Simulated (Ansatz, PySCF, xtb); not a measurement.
Dimer: HCl (SMILES Cl) (first 2 atoms) with ClH3Si (SMILES [SiH3]Cl); geometry from B3LYP-D3(BJ)/def2-TZVP, rigid monomers moved along the line of their centres of mass till H2···Cl4 is 2.22 Å.
(charge 0, multiplicity 1):
```xyz
7

Cl     0.1814     0.4272    -0.0816
H     -0.0892    -0.4557     0.8177
Si     0.0664     0.6924     3.5827
Cl    -0.3848    -1.2169     2.8853
H     -0.0283     0.6530     5.0539
H     -0.9184     1.6274     3.0116
H      1.4347     1.0218     3.1471
```

Counterpoise-corrected where a basis set is named; no monomer relaxation. Rows marked so take none.

Frozen-core correlation. CBS: X⁻³ extrapolation of the correlation energy, Hartree–Fock from the larger set. Rows in 6-31G* carry no dispersion term and start afresh at each structure (6-31G* with six Cartesian d functions).

Run with Ansatz (Gaussian basis) for Hartree–Fock, density functionals and correlated methods; PySCF for 6-31G* rows, the dispersion terms; xtb for the GFN methods. Values without a source in brackets are computed.

```csv
level,interaction energy (kcal/mol)
GFN1-xTB,-1.77
HF/6-31G* (no counterpoise),2.38
PBE/def2-TZVPPD,-1.35
PBE-D3(BJ)/def2-TZVPPD,-2.82
r2SCAN-D3(BJ)/def2-TZVPPD,-2.39
B3LYP/def2-TZVPPD,0.21
PBE0-D4/def2-TZVPPD,-2.41
CCSD(T)/aug-cc-pV(D+d)Z,___
"MP2/CBS(aug-cc-pV(D+d)Z, aug-cc-pV(T+d)Z) + ΔCCSD(T)/aug-cc-pV(D+d)Z",-1.75
```

### Question
Fill in the missing entries.

### Answer

- CCSD(T)/aug-cc-pV(D+d)Z, interaction energy (kcal/mol): -0.33

Ansatz is a quantum-chemistry and plane-wave program.
